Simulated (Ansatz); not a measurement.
`C[B](C)[SnH3]` + `N/C=C/C=O` → `N/C=[CH]/[SnH3]` + `CB(C)C=O`  (formal exchange of groups at the Sn–B bond)

Computed with Ansatz on PBE0-D4/def2-TZVP structures; ΔE is electronic, products minus reactants. CBS: MP2 limit from def2 TZ/QZ plus the TZ coupled-cluster correction, frozen cores. Double bonds are as drawn, so ΔE can hold a change between cis and trans. Functionals use def2-TZVPP. def2 core potentials past Kr. For Sn outer-core shells are correlated without core-valence functions, which leaves a few kJ/mol of doubt a bond. One conformer a species, not always the lowest.

```csv
level,ΔE (kJ/mol)
B2PLYP,38.7
MP2/def2-TZVPP,33.8
```

Q: What does CCSD(T)/CBS give? (Best estimate.)

A: The calculation gave: +32.4 kJ/mol. The listed levels differ from it by 6.3, 1.4 kJ/mol.

Largest T1 diagnostic among the species: 0.016.

From PBE to PBE0 (25 % exact exchange), in def2-TZVPP and without D4, ΔE moves by −3.8 kJ/mol.
